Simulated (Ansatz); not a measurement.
This geometry of FH3SiTe (6 atoms, charge 0, multiplicity 1) is a first-order saddle point.

Computed with RKS revPBE-D4/def2-SVP (Ansatz).

```xyz
6
Properties=species:S:1:pos:R:3
F -1.521 0.446 0.422
Si -0.310 -0.058 -0.568
Te 1.798 -0.223 0.829
H -0.687 -1.394 -1.141
H -0.150 0.944 -1.676
H 0.870 0.285 2.135
```

(1) Which two structures does it join? (They come from a converged band through this point; their orientation in space is the band's.)

(2) How far does it lie above each of them?

Results:

(1) No bond is made or broken. The dihedral F1–Si2–Te3–H6 goes from -78 to 79°. The two ends are copies of one structure, up to a mirror image or an exchange of like atoms.

Image 0:

```xyz
6
Properties=species:S:1:pos:R:3
F -1.887 0.046 0.211
Si -0.404 -0.109 -0.486
Te 1.373 -0.752 1.163
H -0.466 -1.228 -1.484
H -0.072 1.208 -1.122
H 1.456 0.835 1.718
```

Image 6:

```xyz
6
Properties=species:S:1:pos:R:3
F -1.851 0.398 0.198
Si -0.373 0.173 -0.492
Te 1.510 0.484 1.137
H -0.351 -1.218 -1.051
H -0.184 1.222 -1.549
H 1.250 -1.059 1.756
```

(2) 11.1 kJ/mol above the first and 11.1 kJ/mol above the second. This is the barrier of this one path; another mechanism may lie lower.

Time of the run: 71 s on 1 thread of Arm Neoverse V2 (shared host), peak memory 0.13 GiB.
